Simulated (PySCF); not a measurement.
An unknown shows these calculated signals:

$^{1}$H NMR (400 MHz, computed): δ 3.82 (s, 3H), 2.29 (s, 3H), 2.09 (s, 3H).

$^{13}$C{$^{1}$H} NMR (computed): δ 149.1 (C), 133.3 (C), 117.4 (C), 37.9 (CH3), 15.3 (CH3), 10.2 (CH3).

In vacuum, averaged over atoms made equivalent by symmetry, fast rotation or ring inversion, relativity neglected, one conformer. NMR shieldings at PBE0/pcSseg-1/GIAO; coordinates at the GFN2-xTB level; PySCF 2.14.

δ = σ(ref) − σ, references computed at the same level: $^{1}$H and $^{13}$C against TMS.

**Question.** Which of these does the molecule contain: an N-methyl group, an ester, a heteroaromatic ring, a Si–CH3 group, an OH group?

**Answer.** 
- An N-methyl group: yes (δC 37.9; δH 3.82 (s)).
- An ester: no.
- A heteroaromatic ring: yes.
- A Si–CH3 group: no.
- An OH group: no.

The data belong to `Cc1nn(C)c(Cl)c1C`, C6H9ClN2; they needn't prove each group on their own.

Carbon signals by region: 3 in the sp2 and nitrile region (100–160 ppm), 3 below 50 ppm.

Carbons that carry Cl, above all several Cl atoms, come out too deshielded, partly because spin–orbit coupling is missing. Shifts are as computed. Against solution values, carbons near 30 ppm lie about +3 ppm off and those near 130 ppm about +5 ppm; carbons on Cl a further +6 ppm. Of 1211 compounds with measured shifts, 218 miss one by over three times the rms of a fit or turn the order of signals round; such compounds aren't used in these exercises. No couplings were computed; multiplicities are counted from neighbouring protons, with m where these are inequivalent, close in shift, in a saturated or five-membered ring or joined by F or P, and br s for small geminal =CH2 splittings.
